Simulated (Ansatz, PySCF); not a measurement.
System: sum formula BSClF, charge -1, multiplicity 1. It need not be the lowest isomer of its formula. Whether it binds its extra electron was not tested at this geometry. 
Geometry from a B3LYP-D3(BJ)/def2-TZVP (Ansatz, a program for electronic structure) optimisation:
```
B
F 1 1.3622
S 1 1.7176 2 127.66
Cl 1 1.8760 2 107.33 3 180.00
```
Charge -1, spin multiplicity 1.

Total electronic energies in hartree. Correlated levels leave the core frozen unless marked. Spin-orbit coupling is left out. No relativistic terms. Basis-set limits of correlation are two-point, X^-3; Hartree-Fock from the larger set. [CCSD(T)-MP2]/basis is that difference in the basis named.

```json
[
 {"level": "HF/cc-pVTZ", "program": "Ansatz", "energy (Eh)": "-981.42096"},
 {"level": "RI-HF/cc-pV(T+d)Z", "program": "Ansatz", "energy (Eh)": "-981.42242"},
 {"level": "PBE/def2-TZVPD", "program": "Ansatz", "energy (Eh)": "-982.88096"},
 {"level": "r2SCAN/def2-TZVPD", "program": "Ansatz", "energy (Eh)": "-983.25860"},
 {"level": "PBE0-D4/def2-TZVP", "program": "Ansatz + dftd4", "energy (Eh)": "-982.94943"},
 {"level": "PBE0/def2-TZVP", "program": "Ansatz", "energy (Eh)": "-982.94594"},
 {"level": "TPSSh/def2-TZVPD", "program": "PySCF", "energy (Eh)": "-983.39869"},
 {"level": "HSE06-D4/def2-TZVPD", "program": "Ansatz + dftd4", "energy (Eh)": "-982.93366"},
 {"level": "CAM-B3LYP-D4/def2-TZVPD", "program": "Ansatz + dftd4", "energy (Eh)": "-983.36268"},
 {"level": "MP2/STO-3G", "program": "Ansatz", "energy (Eh)": "-970.27888"},
 {"level": "SCS-MP2/6-31G*", "program": "Ansatz", "energy (Eh)": "-981.77963"},
 {"level": "CCSD/aug-cc-pV(T+d)Z", "program": "Ansatz", "energy (Eh)": "-982.18772"},
 {"level": "CCSD(T)/cc-pV(D+d)Z", "program": "Ansatz", "energy (Eh)": "-981.92822"},
 {"level": "CCSD(T)/cc-pwCVTZ", "program": "Ansatz", "energy (Eh)": "-982.21204"},
 {"level": "RI-MP2/CBS(aug-cc-pV(T+d)Z,aug-cc-pV(Q+d)Z)+[CCSD(T)-MP2]/aug-cc-pV(T+d)Z", "program": "Ansatz", "energy (Eh)": "-982.3360"}
]
```

Totals of different functionals don't rank their quality; only differences between species are comparable.
